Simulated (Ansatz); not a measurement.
`[NH2][Ge][SH]` + HCl → `[NH2][Ge][Cl]` + H₂S at 400 K and 1 bar (ligand exchange at a Ge–S bond).

Computed with Ansatz on PBE0-D4/def2-TZVP structures; ΔE is electronic, products minus reactants. CCSD(T)/CBS is the MP2 limit (def2-TZVPP, def2-QZVPP) plus CCSD(T) − MP2 in def2-TZVPP, frozen cores. This one scheme is used for every species. For Ge outer-core shells are correlated without core-valence functions, which leaves a few kJ/mol of doubt a bond. Scalar relativity is left out up to krypton. One conformer a species, not always the lowest.

```
        species  CCSD(T)/CBS energy (Eh)  H − E (kJ/mol)  S (J/(mol·K))
`[NH2][Ge][SH]`              -2530.43678           116.5          329.7
            HCl               -460.38127            29.6          195.4
`[NH2][Ge][Cl]`              -2591.85675            91.6          316.9
            H₂S               -398.97279            53.4          215.9
```

H − E and S are ideal-gas, rigid-rotor, harmonic terms from PBE0-D4/def2-TZVP, for one conformer and one mirror image of each species. 1 Eh = 2625.50 kJ/mol, R = 8.31446 J/(mol·K).

**Question.** By hand: ΔE, ΔH, ΔS and ΔG.

**Answer.** ΔE = (-2591.85675) + (-398.97279) − (-2530.43678) − (-460.38127) = -0.01149 Eh = -30.2 kJ/mol. Δ(H − E) = 91.6 + 53.4 − 116.5 − 29.6 = -1.1, so ΔH = -31.3 kJ/mol. ΔS = 316.9 + 215.9 − 329.7 − 195.4 = 7.7 J/(mol·K). ΔG = -31.3 − 400 × (7.7)/1000 = -34.4 kJ/mol.

**Question.** By hand: the equilibrium constant, and the temperature at which ΔG would vanish if ΔH and ΔS stayed fixed.

**Answer.** log₁₀ K = −ΔG/(RT ln 10) = 4.5. ΔH and −TΔS have one sign here, so there is no such temperature.

The number of gas molecules stays the same, so ΔS is small and ΔH decides. A doubt of 5 kJ/mol in ΔE shifts log₁₀ K by 0.7 here. Other conformers and mirror images would add mixing entropy, several J/(mol·K) or more a flexible species. These are equilibria of isolated gas molecules and say nothing of rates. Largest T1 diagnostic: 0.014 (customary marks: 0.02 for closed shells, 0.045 for open ones).

ΔS is within the doubt of such terms, so its sign, and with it that verdict, could turn.
